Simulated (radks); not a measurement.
Lu+, 70 electrons, occupied as [Xe] 4f14 6s2. Method: scalar-relativistic Kohn-Sham, r2SCAN, spin-polarised, spherical densities, finite nucleus; meta-GGA in the generalised Kohn-Sham scheme; Fermi nuclear charge, rms radius 5.37 fm; hard spherical wall at 3.5 bohr; computed with a radial shooting solver on a logarithmic mesh with Libxc functionals.

Local quantities along the radius. ELF = 1/(1 + alpha^2) is the electron localisation function; alpha = (tau - tau_W)/tau_unif compares the Pauli kinetic energy density with that of the uniform gas (summed over spins); -r V(r) is the screened charge that the Kohn-Sham potential of spin up presents (atomic units); s = |grad rho|/(2 (3 pi^2)^(1/3) rho^(4/3)) is the reduced gradient; 4 pi r^2 rho is in e/bohr. tau is taken from the large components.

r (bohr),ELF,alpha,-r V(r),s,4 pi r^2 rho
0.001591,0.999,0.02603,70.38,0.7057,13.05
0.002089,0.999,0.02880,70.16,0.6438,19.35
0.002742,0.999,0.03319,69.88,0.6023,28.07
0.00357,0.998,0.03996,69.53,0.5793,39.16
0.004686,0.997,0.05145,69.06,0.5721,53.17
0.00615,0.995,0.07157,68.45,0.5818,68.74
0.008073,0.988,0.1095,67.68,0.6088,83.47
0.01051,0.967,0.1839,66.74,0.6512,93.54
0.0138,0.890,0.3513,65.54,0.7029,96.34
0.01811,0.663,0.7129,63.96,0.7246,91.53
0.02377,0.387,1.259,61.98,0.6267,85.66
0.03095,0.344,1.380,59.83,0.4081,89.50
0.04063,0.545,0.9134,57.17,0.2810,107.9
0.05333,0.730,0.6086,54.00,0.3334,127.1
0.07,0.687,0.6752,50.24,0.4523,124.4
0.09115,0.422,1.171,46.02,0.4677,104.4
0.1196,0.382,1.271,41.31,0.2562,100.7
0.157,0.664,0.7117,36.46,0.2480,116.3
0.2061,0.695,0.6621,31.12,0.4497,101.9
0.2684,0.321,1.453,25.72,0.5208,64.71
0.3523,0.388,1.255,20.56,0.1663,59.43
0.4624,0.703,0.6506,15.66,0.2667,68.03
0.607,0.616,0.7903,11.21,0.4847,49.26
0.7904,0.382,1.272,7.871,0.5716,27.00
1.037,0.429,1.154,5.534,0.5278,16.38
1.362,0.492,1.016,3.837,0.6862,9.772
1.787,0.293,1.553,2.645,0.8068,4.905
2.327,0.467,1.069,2.260,0.9171,2.742
3.055,0.706,0.6451,2.370,4.694,0.5624

On this mesh the ELF has minima near r = 0.027, 0.10, 0.31, 0.91, 1.8 bohr, which separate the shells, and maxima near 0.061 (0.74), 0.18 (0.73), 0.46 (0.70), 1.2 (0.50).
